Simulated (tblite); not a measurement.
Species: C₅H₁₈Si₃.
Numbering: `[CH3:1][CH:2]([CH3:3])[CH2:4][CH2:5][SiH:6]([SiH3:7])[SiH3:8]` (hydrogens: H9, H10, H11 on C1; H12 on C2; H13, H14, H15 on C3; H16, H17 on C4; H18, H19 on C5; H20 on Si6; H21, H22, H23 on Si7; H24, H25, H26 on Si8)

Geometry (GFN2-xTB, Å), atoms numbered from 1 in this order:
```xyz
26
C5H18Si3 angstrom
C      2.443   -1.758   -0.555
C      1.623   -0.484   -0.360
C      2.546    0.732   -0.331
C      0.791   -0.595    0.920
C     -0.194    0.549    1.144
Si    -1.519    0.770   -0.227
Si    -2.286   -1.317   -0.906
Si    -3.122    2.243    0.584
H      3.128   -1.898    0.278
H      3.026   -1.703   -1.472
H      1.791   -2.627   -0.615
H      0.940   -0.382   -1.211
H      3.165    0.759   -1.225
H      1.975    1.655   -0.288
H      3.201    0.688    0.538
H      0.231   -1.534    0.885
H      1.474   -0.656    1.774
H      0.354    1.482    1.282
H     -0.708    0.365    2.092
H     -0.832    1.432   -1.363
H     -3.589   -1.202   -1.566
H     -1.410   -2.019   -1.850
H     -2.476   -2.242    0.217
H     -2.651    3.617    0.775
H     -4.266    2.328   -0.328
H     -3.659    1.820    1.881
```

All values are computed: GFN2-xTB (tblite) harmonic vibrations without scaling, gas phase. This tight-binding method is rough: wavenumbers can miss measured ones by several per cent, in bad cases by 10 to 20. Modes of hydrogen on silicon can be 10 to 20 % off. One conformer, not necessarily the lowest.

Harmonic wavenumbers (cm⁻¹): 28.6, 30.9, 41.1, 62.5, 76.4, 92.1, 118.2, 141.0, 189.7, 218.8, 260.0, 286.7, 372.9, 380.4, 399.7, 411.5, 421.1, 437.9, 446.3, 475.3, 512.6, 604.0, 636.1, 684.6, 748.1, 774.3, 804.5, 814.9, 821.8, 824.3, 833.4, 872.4, 911.5, 947.6, 973.4, 988.1, 1073.4, 1094.4, 1129.6, 1182.0, 1199.5, 1240.5, 1297.4, 1307.1, 1340.9, 1369.6, 1408.2, 1421.6, 1486.1, 1493.9, 1502.7, 1504.2, 1507.2, 1517.0, 2061.7, 2210.9, 2220.1, 2222.5, 2226.5, 2232.9, 2238.0, 2924.0, 2935.8, 2940.4, 2956.2, 2979.2, 3023.0, 3026.3, 3028.0, 3032.3, 3036.5, 3046.5.

A = 1564, B = 592.3, C = 476.4 MHz; mass 162.072 u (most abundant isotopes); point group C1, symmetry number 1.

What is the zero-point energy?

½Σν̃ = 45029 cm⁻¹ = 538.67 kJ/mol.

Give the ideal-gas entropy at 200 K and 1 bar in the rigid-rotor, harmonic-oscillator model (classical rotation).

Translation 164.01, rotation 124.58, vibration 157.32: S = 445.9 J/(mol K).

And Cp and H(200 K) − H(0)?

Cp = 174.96 J/(mol K), of which vibrations give 141.70 (their classical limit is 72 R = 598.6); H(200 K) − H(0) = 22.15 kJ/mol without the zero-point energy, 15.50 from vibrations.

Blend soft modes into free rotors: weight 1/[1 + (100 cm⁻¹/ν̃)⁴] for the oscillator and the rest for a rotor with moment μB/(μ + B), μ = h/(8π²ν), B = 10⁻⁴⁴ kg m². What vibrational entropy results?

137.01 J/(mol K) in place of 157.32, which changes −T·S at 200 K by +4.06 kJ/mol.

How do the functions run with temperature in this model?

| T (K) | S (J/(mol K)) | Cp (J/(mol K)) | H − H(0) (kJ/mol) | G − H(0) (kJ/mol) | ln q(vib) |
| --- | --- | --- | --- | --- | --- |
| 50 | 282.0 | 81.2 | 2.85 | -11.25 | 1.90 |
| 100 | 348.4 | 113.2 | 7.73 | -27.11 | 4.67 |
| 298.15 | 526.7 | 233.1 | 42.21 | -114.84 | 14.02 |
| 373.15 | 583.5 | 273.9 | 61.24 | -156.50 | 17.24 |
| 500 | 672.2 | 333.2 | 99.89 | -236.23 | 22.45 |
| 750 | 824.8 | 419.3 | 194.67 | -423.92 | 31.98 |
| 1000 | 953.9 | 477.3 | 307.22 | -646.68 | 40.63 |

q(vib) and H(0) count from the zero-point level.

What must be added to the electronic energy to get the Gibbs energy at 200 K and 1 bar?

ZPE + [H(200 K) − H(0)] − T·S = 538.67 + 22.15 − 89.18 = 471.64 kJ/mol.

Which modes carry the vibrational entropy at 200 K?

28.6 cm⁻¹: 21.48; 30.9 cm⁻¹: 20.83; 41.1 cm⁻¹: 18.48; 62.5 cm⁻¹: 15.03; 76.4 cm⁻¹: 13.39; 92.1 cm⁻¹: 11.89 J/(mol K); the other 66 give 56.22 together.

Hindered rotation and anharmonicity are outside this model. Other conformers, if any are populated, would add a mixing term that is left out. The structure is chiral; the term R ln 2 for an equal mix with its mirror image is left out.

On an Intel Xeon at 2.50 GHz with one thread, shared host with 64 logical CPUs at a one-minute load of 63, this took 6.2 s of wall time. The figure is for the frequency step alone.
